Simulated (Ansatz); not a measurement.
Reaction (ligand exchange at a B–O bond): `OB(Cl)O[SiH3]` + CH₃OH → `COB(O)Cl` + `O[SiH3]`

Program: Ansatz. Geometries: PBE0-D4/def2-TZVP. ΔE: electronic, gas phase. CCSD(T)/CBS is the MP2 limit (def2-TZVPP, def2-QZVPP) plus CCSD(T) − MP2 in def2-TZVPP, frozen cores. This one scheme is used for every species. Functionals use def2-TZVPP. B3LYP here is the variant with VWN-RPA as its local correlation; programs differ in this. One conformer a species, not always the lowest.

| level | ΔE (kJ/mol) | difference from CCSD(T)/CBS |
| --- | --- | --- |
| PBE-D4 | -1.6 | -1.8 |
| r2SCAN-D4 | -1.2 | -1.4 |
| PBE0-D4 | 0.2 | 0.0 |
| ωB97X-V | -0.5 | -0.7 |
| B2PLYP | -0.6 | -0.8 |
| PBE | -1.9 | -2.1 |
| r2SCAN | -1.3 | -1.5 |
| PBE0 | -0.2 | -0.4 |
| B3LYP | 0.4 | 0.2 |
| HF/def2-TZVPP | 5.7 | 5.5 |
| MP2/def2-TZVPP | -2.1 | -2.3 |
| SCS-MP2/def2-TZVPP | -0.6 | -0.8 |
| HF/def2-QZVPP | 6.3 | 6.1 |
| MP2/def2-QZVPP | -1.5 | -1.7 |
| SCS-MP2/def2-QZVPP | -0.1 | -0.3 |
| MP2/CBS(def2) | -1.4 | -1.6 |
| CCSD(T)/CBS | 0.2 | 0 |

Largest T1 diagnostic among the species: 0.012.

In def2-TZVPP, CCSD(T) changes the Hartree–Fock value by −6.2 kJ/mol (the triples alone add −1.1 kJ/mol) and MP2 by −7.8 kJ/mol.
